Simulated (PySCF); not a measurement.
From computed data to an observable: oscillator strength and radiative lifetime

Al(F)(H)(NHMe) (CH5AlFN), SMILES [AlH]([F])[NH]C.

Geometry optimised at r2SCAN-D4/def2-SVP. Other conformers were not sampled.

TDA-M06-2X/def2-SVPD run with PySCF puts the first singlet state with f over 0.02 at 5.95 eV (vertical), with the transition dipole (0.000, 0.000, 0.498) in atomic units.

Q: Find the oscillator strength, the wavelength and the radiative lifetime that this transition would have in vacuum if emission retraced absorption.

A: 
|μ|² = 0.2480 au, so |μ| = 1.27 D. ΔE = 5.95/27.211 = 0.2187 hartree. f = (2/3) ΔE |μ|² = 0.036 (the program prints 0.036).
λ = 1239.84/5.95 = 208 nm; ν = 47990 cm⁻¹.
Einstein's coefficient A = 0.6670 ν² f s⁻¹ (ν in cm⁻¹) = 5.6e7 s⁻¹, so τ = 1/A = 18 ns. This state is S1. The figure is the radiative limit of this one transition; relaxation, internal conversion, crossing to triplets and a medium change what is measured.
